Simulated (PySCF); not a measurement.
**B: excitation energy**

B [He] 2s2 2p1 (2P) → B [He] 2s1 2p1 3s1 (4P), as a difference of total energies. Calculation: PySCF 2.14, in aug-cc-pCVTZ-DK (7s6p4d2f, 59 functions); the spin-free X2C one-electron Hamiltonian (Gaussian nucleus). Correlated levels: valence: 1s2 frozen. The calculations carry no spin-orbit coupling.

| method | excitation energy (eV) |
| --- | --- |
| UHF | 8.078 |
| MP2 (valence) | 9.140 |
| SCS-MP2 (valence) | 9.418 |
| CCSD (valence) | 9.577 |
| CCSD(T) (valence) | 9.612 |

Q: How much does correlation contribute at CCSD(T) (valence)?

A: 9.612 − (8.078) = 1.534 eV, measured against UHF.

The upper state lies above the first ionisation limit, but in LS coupling its spin forbids autoionisation to the ground ion. A Rydberg-like electron needs more diffuse functions than a valence basis has.

The promoted electron is Rydberg-like, and one or two diffuse shells describe it only roughly, which tends to raise the upper state.
